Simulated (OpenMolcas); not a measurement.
W5+ (d1) among equal point charges was computed by CASSCF with the d shell active (OpenMolcas, ANO-RCC-VTZP on the metal). Its lowest spin-free states, and all those of the highest spin:

```
2S+1  Degeneracy  E (cm-1)
   2           1       0.0
   2           2      3726
   2           1     14092
   2           1     28044
```

**Question.** Is the site octahedral, tetrahedral or cube-like, axial, or of lower symmetry?

**Answer.** The states with 2S+1 = 2 have orbital degeneracies 1, 2, 1, 1. There are pairs but no triples, so the site is axial: not cubic, but with a proper or improper axis of order three or more. The run had W5+ among 5 point charges of -2 e arranged as a square pyramid (C4v), 1.95 Å from the ion, with the axial distance 1.930 Å.

Spin-orbit coupling mixes the spin-free states strongly: the lowest level takes only 62 % from its leading state, an unlabelled state of the same spin as most of the rest. This is an electrostatic model: the charges have no orbitals. An unlabelled pair can be two single states that coincide in this model. No measured value stands beside these numbers.
